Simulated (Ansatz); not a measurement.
The same path of CH₇NSeSi (11 atoms, charge 0, multiplicity 1) was run twice with different band settings. The coordinate that changes most is the height of N1 over the plane of its neighbours.

Level of theory: RKS PBE0-D4/def2-SVP in Ansatz 0.2.0.

Relaxed end points:

```xyz
11
Properties=species:S:1:pos:R:3
N -0.110 1.313 -0.022
C 0.591 0.688 1.062
Se 1.340 -1.041 0.469
Si -0.444 -1.494 -0.885
H 0.528 1.684 -0.723
H -0.718 2.065 0.297
H 1.449 1.246 1.483
H -0.114 0.480 1.880
H -1.737 -1.315 -0.160
H -0.456 -0.741 -2.172
H -0.266 -2.944 -1.208
```

```xyz
11
Properties=species:S:1:pos:R:3
N 0.536 1.756 -0.217
C 0.673 0.867 0.870
Se 1.160 -1.065 0.465
Si -0.832 -1.635 -0.457
H 1.371 1.796 -0.794
H -0.254 1.533 -0.816
H 1.499 1.171 1.528
H -0.246 0.829 1.470
H -1.948 -1.554 0.537
H -1.183 -0.725 -1.596
H -0.710 -3.031 -0.969
```

Common settings: movable images 5; climbing image yes; optimiser quadratic models (default); start path IDPP; force threshold 0.03 eV/Å; iteration limit 60; end points relaxed.

| run | spring |
| --- | --- |
| 1 | 5.0 eV/Å² |
| 2 | 2.0 to 10.0 eV/Å², energy-weighted |

Problem. What does each run give, and how far can it be trusted?

Solution. Run 1: converged after 22 iterations, highest image 0.090 eV above the first end. A vibrational analysis at the climbing image gives one clearly imaginary mode, 500i cm⁻¹: a first-order saddle point.
Run 2: converged after 13 iterations, highest image 0.090 eV above the first end. Another band between the same ends (5 images) ends at a top of the same energy, where a vibrational analysis finds 1 clearly imaginary mode.
